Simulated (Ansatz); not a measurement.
Mulliken charges of BClGeH$_{4}$ (`Cl[BH][GeH3]`) from PBE/def2-TZVPP in Ansatz (PBE0-D4/def2-TZVP geometry).

| atom | x (Å) | y (Å) | z (Å) | charge (e) |
| --- | --- | --- | --- | --- |
| Cl1 | -1.976 | -1.524 | 0.067 | -0.072 |
| B2 | -0.281 | -1.158 | 0.180 | 0.057 |
| Ge3 | 0.360 | 0.783 | -0.118 | 0.006 |
| H4 | 0.439 | -2.075 | 0.430 | 0.034 |
| H5 | -0.028 | 1.247 | -1.533 | -0.007 |
| H6 | -0.334 | 1.724 | 0.884 | -0.007 |
| H7 | 1.881 | 0.935 | 0.044 | -0.012 |

Problem. By hand: the dipole of these point charges (1 e Å = 4.8032 D).

Solution. Σ q r = (0.123, -0.054, 0.023) e Å, of length 0.136 e Å = 0.65 D.

Problem. How does the dipole of the full density compare? (An estimate is asked.)

Solution. Ansatz gave: (0.042, -0.045, 0.013) e Å, 0.30 D; the point charges give 2.17 times that, at 23° from its direction.

Point charges leave out the atoms' own dipoles, such as those of lone pairs, and Mulliken's split depends on the basis, so the two needn't agree.
